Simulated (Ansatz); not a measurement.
`OB[SiH](O)F` and `C[Te][SiH](O)F` differ in one atom or group.

Ansatz, PBE0-D4/def2-TZVP geometries, multiplicity 1. Each molecule was computed in one conformer, which needn't be the lowest.

Elements past krypton have def2 core potentials.

| property | `OB[SiH](O)F` |
| --- | --- |
| LUMO energy (PBE0/def2-TZVPP) / eV | -1.24 |
| HOMO energy (B3LYP/def2-TZVPP) / eV | -7.72 |
| LUMO energy (PBE/def2-TZVPP) / eV | -2.22 |
| HOMO energy (PBE0/def2-TZVPP) / eV | -7.89 |
| HOMO–LUMO gap (PBE/def2-TZVPP) / eV | 4.32 |
| LUMO energy (ωB97M-V/def2-TZVPP) / eV | 0.74 |

(1) Give the same properties after the change, and the shifts. (Estimate.)

Results:

(1) The calculation gave: 
```
                             property  `C[Te][SiH](O)F`  shift
   LUMO energy (PBE0/def2-TZVPP) / eV             -0.91   0.33
  HOMO energy (B3LYP/def2-TZVPP) / eV             -6.25   1.47
    LUMO energy (PBE/def2-TZVPP) / eV             -1.72   0.50
   HOMO energy (PBE0/def2-TZVPP) / eV             -6.47   1.42
  HOMO–LUMO gap (PBE/def2-TZVPP) / eV              3.70  -0.62
LUMO energy (ωB97M-V/def2-TZVPP) / eV              0.87   0.13
```

With PBE0 the HOMO rises by 1.42 eV and the LUMO rises by 0.33 eV, so the gap narrows by about 1.09 eV. PBE moves the HOMO by 1.13 eV and ωB97M-V by 1.53 eV.

B3LYP here is the variant with VWN-RPA as its local correlation; programs differ in this.

Spin–orbit coupling is left out; it splits and shifts lone-pair levels of the heavy atoms by tenths of an eV.
